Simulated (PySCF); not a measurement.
**A PySCF run on MgSn⁺**

State: ²Π (doublet), unpaired electrons π ↑.

An equivalent input (the run itself took its basis sets from the Basis Set Exchange, started from a PBE0 density and held the occupation σ 8α 8β, πx 4α 3β, πy 3α 3β, δx 1α 1β, δy 1α 1β):

```python
from pyscf import gto, scf, cc
mol = gto.M(atom='Mg 0 0 0; Sn 0 0 2.962', basis={'Mg': 'def2-SVPD', 'Sn': 'def2-SVPD'}, ecp={'Sn': 'def2-SVPD'},
            charge=1, spin=1, verbose=4, symmetry='C2v')
mf = scf.UHF(mol)
mf.irrep_nelec = {'A1': (9, 9), 'A2': (1, 1), 'B1': (4, 3), 'B2': (3, 3)}
mf.conv_tol = 1e-9
mf.max_cycle = 60
mf.diis_space = 10
mf.kernel()
mycc = cc.CCSD(mf, frozen=[[0, 1, 2, 3, 4, 52], [0, 1, 2, 3, 4, 52]])
mycc.run(conv_tol=1e-7, conv_tol_normt=1e-5, max_cycle=80, diis_space=8)
et = mycc.ccsd_t()
```

The SCF ended at -412.66296625 hartree. The coupled-cluster part of the log:

```
******** <class 'pyscf.cc.uccsd.UCCSD'> ********
CC2 = 0
CCSD nocc = (12, 11), nmo = (47, 47)
frozen orbitals [[0, 1, 2, 3, 4, 52], [0, 1, 2, 3, 4, 52]]
max_cycle = 80
direct = 0
conv_tol = 1e-07
conv_tol_normt = 1e-05
diis_space = 8
diis_start_cycle = 0
diis_start_energy_diff = 1e+09
Init t2, MP2 energy = -0.0875998020483371
Init E_corr(UCCSD) = -0.0875998020488164
cycle = 1  E_corr(UCCSD) = -0.101263235104664  dE = -0.0136634331  norm(t1,t2) = 0.0811664
cycle = 2  E_corr(UCCSD) = -0.106520011810518  dE = -0.00525677671  norm(t1,t2) = 0.0423264
cycle = 3  E_corr(UCCSD) = -0.110885763511419  dE = -0.0043657517  norm(t1,t2) = 0.0278561
cycle = 4  E_corr(UCCSD) = -0.111220569649533  dE = -0.000334806138  norm(t1,t2) = 0.0130967
cycle = 5  E_corr(UCCSD) = -0.111232556023356  dE = -1.19863738e-05  norm(t1,t2) = 0.00748394
cycle = 6  E_corr(UCCSD) = -0.111394872384857  dE = -0.000162316362  norm(t1,t2) = 0.00330579
cycle = 7  E_corr(UCCSD) = -0.11138711806563  dE = 7.75431923e-06  norm(t1,t2) = 0.00113389
cycle = 8  E_corr(UCCSD) = -0.11139557074215  dE = -8.45267652e-06  norm(t1,t2) = 0.000568847
cycle = 9  E_corr(UCCSD) = -0.111401944662669  dE = -6.37392052e-06  norm(t1,t2) = 0.000299182
cycle = 10  E_corr(UCCSD) = -0.111400244678839  dE = 1.69998383e-06  norm(t1,t2) = 0.00016535
cycle = 11  E_corr(UCCSD) = -0.111398693316481  dE = 1.55136236e-06  norm(t1,t2) = 9.0283e-05
cycle = 12  E_corr(UCCSD) = -0.111399499462633  dE = -8.06146152e-07  norm(t1,t2) = 3.70783e-05
cycle = 13  E_corr(UCCSD) = -0.111399933419693  dE = -4.3395706e-07  norm(t1,t2) = 1.66663e-05
cycle = 14  E_corr(UCCSD) = -0.111399808096917  dE = 1.25322776e-07  norm(t1,t2) = 7.97149e-06
cycle = 15  E_corr(UCCSD) = -0.11139966959038  dE = 1.38506538e-07  norm(t1,t2) = 2.7742e-06
cycle = 16  E_corr(UCCSD) = -0.111399631772635  dE = 3.78177444e-08  norm(t1,t2) = 1.17526e-06
UCCSD converged
E(UCCSD) = -412.7743658861741  E_corr = -0.1113996317726351
UCCSD(T) correction = -0.00429463340320874
```

T1 diagnostic 0.024, D1 0.119, 23 electrons correlated, 1 of the virtual orbitals (those above 20 hartree) left out.

Repeating this along the bond gives Re = 3.002 Å and ωe = 188 cm⁻¹.

A point of this curve took 19 CPU seconds beside 0.15 for the integrals, on Arm Neoverse V1 (shared host).

Correlated steps freeze 5 core orbitals. Spin–orbit coupling is left out. The state was picked by a PBE0 search and need not be the measured ground state.
